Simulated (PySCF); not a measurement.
PySCF 2.14 output of an unrestricted B3LYP calculation on a single atom or ion in ANO-RCC-VTZP (8s7p5d3f1g, 84 functions), with scalar relativity by spin-free X2C-1e:

```
SCF conv_tol = 1e-09
number electrons alpha = 40  beta = 37
    P. J. Stephens, F. J. Devlin, C. F. Chabalowski, and M. J. Frisch.,  J. Phys. Chem. 98, 11623 (1994)
cycle= 1 E= -17829.231274482  delta_E= -0.0189  |g|= 0.23  |ddm|= 0.191
cycle= 2 E= -17829.2290574492  delta_E= 0.00222  |g|= 0.25  |ddm|= 0.0931
cycle= 3 E= -17829.2357908984  delta_E= -0.00673  |g|= 0.0208  |ddm|= 0.0675
cycle= 4 E= -17829.2359087727  delta_E= -0.000118  |g|= 0.000759  |ddm|= 0.0126
cycle= 5 E= -17829.2359091578  delta_E= -3.85e-07  |g|= 0.000169  |ddm|= 0.00107
cycle= 6 E= -17829.2359091724  delta_E= -1.45e-08  |g|= 1.25e-05  |ddm|= 0.00018
cycle= 7 E= -17829.2359091724  delta_E= -6.55e-11  |g|= 3.85e-07  |ddm|= 1.3e-05
converged SCF energy = -17829.2359091724  <S^2> = 3.755803  2S+1 = 4.0029004
```

The run itself started from symmetry-adapted Hartree-Fock orbitals and held the occupation by maximum overlap, on a logarithmic radial grid, so the iterations belong to that start.

Question: Which element, charge and spin multiplicity is this?

Answer: Ir (iridium, neutral), multiplicity 4; the state was [Xe] 4f14 5d7 6s2, high-spin 4F determinant.

Spin-orbit coupling, absent here, splits the open shell strongly.
